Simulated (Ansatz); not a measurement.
Total energies of `c1ccc(-c2ccc(-c3ccc(-c4ccc(-c5ccc(-c6ccc(-c7ccc(-c8ccc(-c9ccccc9)cc8)cc7)cc6)cc5)cc4)cc3)cc2)cc1` from Ansatz at B97M-V/def2-SVP, gas phase (1 Eh = 27.2114 eV = 2625.5 kJ/mol). The reference geometry is relaxed at PBE-D4/def2-SVP.

```csv
state,geometry,energy (Eh)
charge 0 singlet,reference,-2079.33752
charge 1 doublet,reference,-2079.10905
charge -1 doublet,reference,-2079.38741
free C atom (triplet),–,-37.81214
free H atom (doublet),–,-0.49788
```

Single mean-field runs in def2-SVP are fitted with def2-universal-jkfit.

**Question.** Work out the vertical ionisation energy to the doublet.

**Answer.** E(charge 1 doublet) − E(charge 0 singlet) = -2079.10905 − (-2079.33752) = 0.22847 Eh = 6.22 eV. For comparison, −ε of the highest occupied level is 5.18 eV at this level, 1.04 eV less.

**Question.** Work out the vertical electron affinity, to the doublet.

**Answer.** E(charge 0 singlet) − E(charge -1 doublet) = -2079.33752 − (-2079.38741) = 0.04989 Eh = 1.36 eV. The basis lacks diffuse functions, which makes affinities too small.

**Question.** Give the fundamental gap IE − EA, the Mulliken electronegativity (IE + EA)/2 and the hardness (IE − EA)/2.

**Answer.** From the values in Eh: IE − EA = 0.22847 − 0.04989 = 0.17858 Eh = 4.86 eV; (IE + EA)/2 = 3.79 eV; (IE − EA)/2 = 2.43 eV. The HOMO–LUMO gap of the same run is 2.79 eV, 2.07 eV smaller than the fundamental gap.

**Question.** What is the binding energy per atom against free atoms?

**Answer.** Atoms: 54 × (-37.81214) + 38 × (-0.49788) = -2060.77500 Eh. Binding: -2060.77500 − (-2079.33752) = 18.56252 Eh = 505.11 eV, or 5.49 eV for each of 92 atoms (no zero-point energy, no counterpoise term).
